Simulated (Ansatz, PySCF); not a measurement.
The pair A = BH3 (SMILES B) (first 4 atoms), B = AsH3 (SMILES [AsH3]); geometry from B3LYP-D3(BJ)/def2-TZVP.
(charge 0, multiplicity 1):
```xyz
8

B     -0.0052    -0.0598     0.6296
H     -0.8662     0.7776     0.5787
H     -0.3529    -1.1824     0.3770
H      1.0665     0.2658     0.1928
As     0.3750    -0.1724     2.6825
H     -0.7471    -0.5623     3.6143
H      0.8476     1.0638     3.4090
H      1.4233    -1.1376     3.1811
```

Frozen-core correlation. Filled d and f shells under p-block atoms count as core. CBS: X⁻³ extrapolation of the correlation energy, Hartree–Fock from the larger set.

Run with Ansatz (a program for electronic structure) with Gaussian orbitals; PySCF for the dispersion terms. Each number belongs to the level named beside it.

The monomers are drawn apart, rigid, along the line of their centres of mass. Counterpoise-corrected interaction energies (kcal/mol):

```csv
level,R = 3.011 Å,R = 3.847 Å
PBE/def2-TZVPPD,-13.3516,-3.5907
PBE-D3(BJ)/def2-TZVPPD,-14.3926,-4.1493
wB97M-V/def2-TZVPPD,-11.7042,-3.3312
"CCSD(T)/CBS(aug-cc-pVDZ, aug-cc-pVTZ)",-11.2370,-3.1733
```

### Question
R is the distance of the centres of mass. Find the local exponent m of E ∝ R⁻ᵐ between the two points.

### Answer

m = ln(E₁/E₂)/ln(R₂/R₁): PBE/def2-TZVPPD 5.4; PBE-D3(BJ)/def2-TZVPPD 5.1; wB97M-V/def2-TZVPPD 5.1; CCSD(T)/CBS(aug-cc-pVDZ, aug-cc-pVTZ) 5.2. For scale, two fixed dipoles give m = 3, dipole and quadrupole 4, quadrupoles 5, and dispersion or dipole-induced dipole 6 at long range; at these distances several terms mix, and what is left of overlap and damping shifts m, so it need not match one of them.
